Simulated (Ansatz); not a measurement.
Computed with Ansatz on PBE0-D4/def2-TZVP structures; ΔE is electronic, products minus reactants. CBS: MP2 limit from def2 TZ/QZ plus the TZ coupled-cluster correction, frozen cores. Functionals use def2-TZVPP. def2 core potentials past Kr. For Zr outer-core shells are correlated without core-valence functions, which leaves a few kJ/mol of doubt a bond. Each species was taken in one conformer, which may not be the lowest.

Consider the substitution at a C–C bond: `CC(S)N[SiH3]` + `[OH][Zr]([OH])([OH])[SH]` → `C[O][Zr]([OH])([OH])[SH]` + `[SiH3]NCS`.

```csv
level,ΔE (eV)
ωB97X-V,0.60
ωB97M-V,0.64
```

What does CCSD(T)/CBS give? (An estimate is asked.)

Ansatz gave: +0.66 eV. The listed levels differ from it by -0.06, -0.02 eV.

Largest T1 diagnostic among the species: 0.017.

In def2-TZVPP, CCSD(T) changes the Hartree–Fock value by +0.16 eV (the triples alone add +0.02 eV) and MP2 by +0.23 eV. The D4 term adds +0.06 eV with B3LYP and +0.03 eV with PBE0; it sums over pairs of atoms, weighted by their polarisabilities, and B3LYP, whose exchange is more repulsive, gets the larger term.

B3LYP here is the variant with VWN-RPA as its local correlation; programs differ in this.
